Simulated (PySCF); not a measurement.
# `F/C=C(\F)C#CC(F)F`, C₅H₂F₄

Geometry (Å), atoms numbered from 1 in this order:
```xyz
11

F    -2.758   -2.588    0.285
C    -1.628   -1.903    0.144
C    -1.534   -0.593    0.381
F    -2.586    0.139    0.784
C    -0.321    0.110    0.221
C     0.659    0.802    0.118
C     1.912    1.521   -0.048
F     2.367    1.418   -1.321
F     2.878    1.003    0.750
H    -0.789   -2.500   -0.179
H     1.807    2.593    0.193
```

Method used: PySCF, GIAO B3LYP/pcSseg-1 magnetisability, rotational g tensor and spin-rotation constants, non-relativistic, gas phase. Geometry: GFN2-xTB.

**Question.** Give the nuclear spin-rotation constants along the inertial axes (H = +C I·J) beside the isotropic shieldings.

**Answer.** Rotational constants 4.0941, 0.5563, 0.5364 GHz. A star marks the isotopologue with that one atom substituted, in its own axes.
| atom | isotope | Caa (kHz) | Cbb (kHz) | Ccc (kHz) | mean (kHz) | σ (ppm) |
| --- | --- | --- | --- | --- | --- | --- |
| F1 | 19F | 6.185 | 0.772 | 0.045 | 2.334 | 297.6 |
| F4 | 19F | 4.879 | 0.618 | 0.190 | 1.895 | 316.7 |
| F8 | 19F | 5.357 | 0.606 | 0.376 | 2.113 | 291.3 |
| F9 | 19F | 5.356 | 0.607 | 0.375 | 2.113 | 291.3 |
| H10 | 1H | -0.336 | 0.043 | -0.061 | -0.118 | 24.8 |
| H11 | 1H | -0.257 | 0.027 | -0.055 | -0.095 | 25.0 |
| C2 | 13C* | 1.679 | 0.228 | 0.134 | 0.681 | 25.4 |
| C3 | 13C* | 1.886 | 0.172 | 0.129 | 0.729 | 39.2 |
| C5 | 13C* | 0.224 | 0.198 | 0.184 | 0.202 | 97.4 |
| C6 | 13C* | 0.423 | 0.191 | 0.197 | 0.270 | 84.3 |
| C7 | 13C* | 1.272 | 0.164 | 0.137 | 0.524 | 70.0 |

For the geometry as given, no vibrational averaging.
